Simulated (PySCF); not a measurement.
Compound: C₆H₁₁ClSi.
Z-matrix (Å and degrees, GFN2-xTB geometry), rows numbered from 1:
```
C 
C   1  1.5234
C   2  1.5343  1  111.76
C   3  1.4856  2  112.23  1   -63.73
C   4  1.3433  3  130.98  2   117.69
Si  5  1.8820  4   95.77  3   177.16
C   4  1.5058  3  124.95  2   -62.69
Cl  7  1.7920  4  112.58  3   -58.48
H   1  1.0883  2  110.45  3   -60.67
H   1  1.0884  2  110.56  3    59.09
H   1  1.0878  2  110.59  3   179.32
H   2  1.0917  1  109.78  3  -121.42
H   2  1.0922  1  109.54  3   120.57
H   3  1.0926  2  109.70  1    58.23
H   3  1.0941  2  108.56  1   176.61
H   5  1.0780  4  126.37  3    -2.69
H   6  1.4616  5  119.18  4   110.78
H   6  1.4570  5  118.18  4  -105.83
H   7  1.0892  4  114.12  3    61.60
```

NICS is the negative of the GIAO shielding at a point without a nucleus: at the ring centre (0) and 1 Å above and below it (1); zz is the component along the ring normal. Level: GIAO PBE0/pcSseg-1 (PySCF, non-relativistic, gas phase) on the GFN2-xTB geometry, one conformer.

Ring bond lengths (Å), with Mayer bond orders in brackets: C4–C5 1.343 (1.77), C5–Si6 1.882 (0.95), Si6–C7 1.944 (0.82), C7–C4 1.506 (0.95).

Question: What do the NICS probes read (ppm)?

Answer: 
```csv
ring,type,NICS(0),"NICS(1), two faces","NICS(1)zz, two faces",rms pucker (Å),"centre to ring atoms, mean (Å)"
C4–C5–Si6–C7,"4-membered ring with Si; formal bonds 1 double, 3 single",0.5,-4.2 / -2.1,0.1 / 4.4,0.01,1.17
```

Question: What do they say, and how far can they be read as aromaticity?

Answer: 
- C4–C5–Si6–C7: mean NICS(1)zz 2.2 ppm, near zero. Si6, C7 have four or more neighbours; no verdict on aromaticity is drawn. The two faces differ by 4.3 ppm, so no symmetry operation interchanges them.

Question: What field does 11.7 T along the ring normal induce along that normal at the second NICS(1) probe listed for ring C4–C5–Si6–C7, 1 Å off the ring?

Answer: NICSzz × B0 = 4.4 ppm × 11.7 T = 51 μT, along the applied field.

Question: Give the inner angles of the rings and the Hirshfeld charges of the ring atoms.

Answer: 
- C4–C5–Si6–C7: C4 104.1° (+0.019 e), C5 95.8° (-0.146 e), Si6 72.0° (+0.340 e), C7 88.1° (-0.088 e); sum 359.9° against 360° for a flat convex ring.

Question: What are the shieldings of the ring atoms and their hydrogens in the same run (means over atoms taken as equivalent)?

Answer: 
```
atoms                      environment  σ isotropic (ppm)
   C4  fully substituted alkene carbon                6.2
   C5                 alkene CH carbon               48.6
  Si6                     SiH2 silicon              382.5
   C7                  sp3 C–Cl carbon              136.9
  H16                 vinylic hydrogen              25.70
  H17                    Si–H hydrogen              26.59
  H18                    Si–H hydrogen              26.93
  H19                 methine hydrogen              27.42
```
